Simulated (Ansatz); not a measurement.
Ideal-gas functions of `F[B]Br` radical at 500 K and 1 bar, from an Ansatz frequency run at PBE0-D4/def2-TZVP.

Molar mass 109.71 g/mol, point group Cs (symmetry number 1), electronic degeneracy 2, moments of inertia 4.679, 137.698, 142.377 u Å². Harmonic wavenumbers (cm⁻¹, unscaled): 318, 684, 1351.

Use S(trans) = R[1.5 ln M + 2.5 ln T − 1.1517]; rotational temperatures θ = 24.2544 K / I; S(rot) = R[ln(√π/σ · √(T³/θAθBθC)) + 1.5]; for each mode x = 1.438777 ν̃/T, S = R[x/(eˣ − 1) − ln(1 − e⁻ˣ)] and H = RT x/(eˣ − 1); 1 cm⁻¹ = 0.0119627 kJ/mol; R = 8.31446 J/(mol·K).

Question: By hand: the entropy, in J/(mol·K).

Answer: Translation 178.2. Rotation: θ = 5.1837, 0.1761, 0.1704 K, giving 102.5. Vibration, mode by mode: 9.34, 3.91, 0.85, in all 14.1. Electronic 5.8. Sum 300.6 J/(mol·K).

Question: By hand: H − E and G − E in kJ/mol, counted from the electronic energy.

Answer: Zero-point energy ½ × 2353 × 0.0119627 = 14.1; thermal vibration 4.2; translation, rotation and pV give 4 RT = 16.6. H − E = 34.9 kJ/mol, and G − E = 34.9 − 500 × 300.6/1000 = -115.4 kJ/mol.

Vibration gives 5 % of the entropy.
